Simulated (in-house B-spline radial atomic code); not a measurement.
Configurations of Zn5+, with energies counted from [Ar] 3d7. Method: Dirac-Hartree-Fock, average of configuration, Fermi nucleus of rms radius 3.9283 fm. Calculated with an all-electron radial atomic-structure program (B-spline basis). Energies include first-order Breit, QED and recoil terms.

Occupations are held fixed; configurations that lie above the ionisation limit could autoionise.

| configuration | E - E(ref) (eV) | highest orbital | its <r> (bohr) |
| --- | --- | --- | --- |
| [Ar] 3d6 4s1 | 36.533 | 4s1/2 | 1.723 |
| [Ar] 3d6 4p1 | 48.369 | 4p3/2 | 1.907 |
| [Ar] 3d6 4f1 | 78.625 | 4f5/2 | 2.888 |
| [Ne] 3s2 3p5 3d8 | 83.351 | 3d5/2 | 0.7325 |
| [Ar] 3d6 6s1 | 86.871 | 6s1/2 | 5.378 |
| [Ar] 3d6 6p1 | 89.128 | 6p3/2 | 5.819 |
| [Ne] 3s2 3p5 3d7 4s1 | 119.32 | 4s1/2 | 1.722 |
| [Ne] 3s2 3p5 3d7 5g1 | 172.99 | 5g9/2 | 4.578 |
| [Ne] 3s2 3p5 3d7 6f1 | 178.71 | 6f5/2 | 7.78 |

Problem. Order these further configurations by energy, lowest first.
A. [Ne] 3s2 3p5 3d7 6g1
B. [Ne] 3s2 3p5 3d7 5f1
C. [Ne] 3s2 3p5 3d7 7f1
D. [Ar] 3d6 6f1
E. [Ne] 3s2 3p5 3d7 7g1

Solution. D (95.9 eV), B (172.59 eV), A (178.98 eV), C (182.41 eV), E (182.59 eV).

Problem. How far above the reference does [Ne] 3s2 3p5 3d7 4f1 lie?

Solution. 161.42 eV; its least bound orbital is 4f5/2 with <r> = 2.882 bohr.

Problem. How far above the reference does [Ar] 3d6 7g1 lie?

Solution. 99.764 eV; its least bound orbital is 7g9/2 with <r> = 10.57 bohr.

Problem. How far above the reference does [Ar] 3d6 7s1 lie?

Solution. 94.314 eV; its least bound orbital is 7s1/2 with <r> = 7.948 bohr.
